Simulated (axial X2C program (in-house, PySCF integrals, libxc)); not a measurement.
**Which molecule has these constants?**

All values come from calculations with an in-house all-electron X2C program for linear molecules (integrals from PySCF), spin-free (one-electron X2C) or two-component (2c: spin–orbit coupling with atomic mean-field Coulomb and Gaunt terms, which also bring small scalar terms), in Dyall basis sets with cores contracted in-house; open shells are unrestricted.

A two-component PBE0 calculation in a Dyall 3-zeta basis gave Re = 2.378 Å, ωe = 300.5 cm⁻¹, De = 1.29 eV, Ω = 0.

Question: Which molecule is it?
A. SrCl⁻
B. MgCl⁻
C. CaCl⁻
D. BeCl⁻

Answer: B. The others have BeCl⁻ 1.923 Å and 582.1 cm⁻¹ (Ω = 0); CaCl⁻ 2.533 Å and 294.2 cm⁻¹ (Ω = 0); SrCl⁻ 2.675 Å and 242.0 cm⁻¹ (Ω = 0).

Each entry is the lowest single determinant of a limited PBE0 search at one distance. De goes to single-determinant-based atoms at the same level (for ions the charge split of lowest energy) and is withheld (n/a) where an atom does not fit its ground term or J level. Main or longest-lived isotopes.
